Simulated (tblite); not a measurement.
Start geometry of `c1c(C)coc1C(Cl)=O` from a force field or distance geometry (Å):
```
atom  x, y, z in Å
C1    -2.3325    0.1441    0.1874
C2    -0.8998   -0.1306    0.0226
C3    -0.2947   -1.3557   -0.2277
O4     1.0441   -1.2234   -0.3110
C5     1.3507    0.0836   -0.0736
C6     2.7288    0.5332   -0.0962
O7     3.0337    1.7132    0.0996
Cl8    3.9238   -0.7141   -0.4029
C9     0.1851    0.7877    0.1317
H10   -2.9517   -0.5992   -0.3325
H11   -2.6213    0.1296    1.2454
H12   -2.5950    1.1288   -0.2172
H13   -0.6944   -2.3497   -0.3769
H14    0.1224    1.8521    0.3293
```

Q: What comes out of this run: GFN2-xTB geometry optimisation, gas phase in tblite?

A: 
```
atom  x, y, z in Å
C1    -2.3354    0.1352    0.1980
C2    -0.8830   -0.1331    0.0253
C3    -0.2829   -1.3188   -0.3210
O4     1.0419   -1.1992   -0.3836
C5     1.3399    0.0813   -0.0765
C6     2.6997    0.5559   -0.0506
O7     3.0743    1.6613    0.1918
Cl8    3.8608   -0.7244   -0.4331
C9     0.1781    0.7812    0.1845
H10   -2.9105   -0.7699    0.0253
H11   -2.5349    0.4960    1.2054
H12   -2.6643    0.9013   -0.5018
H13   -0.7012   -2.2825   -0.5406
H14    0.1169    1.8152    0.4548
```

The energy falls by 3.1 kcal/mol over 79 L-BFGS steps, the largest force on an atom goes from 2.74 to 0.009 eV/Å, and the atoms move by 0.194 Å rms after alignment. The bond that changes most is C6=O7 (acyl halide carbon to carbonyl oxygen), which shortens by 0.042 Å. Bonds longer at the end by more than 0.005 Å: 2 of 14; shorter: 11. Among the angles that change most is C5–C6–O7, from 121.9° to 127.3°. Among the dihedrals that turn most is H11–C1–C2–C3, from 94° to 122°. Rotational constants go from 3694, 797.8, 658.8 to 3735, 812.4, 670.0 MHz. The orientation of the end geometry is arbitrary; only internal coordinates are fixed.

Its GFN2-xTB frequencies are all real (lowest 55 cm⁻¹). The numbers are those of one conformer. 3 starts were optimised and ended at 0.00, 0.12 and 0.52 kcal/mol (GFN2-xTB); the lowest of these is shown.

All values are computed, not measured.
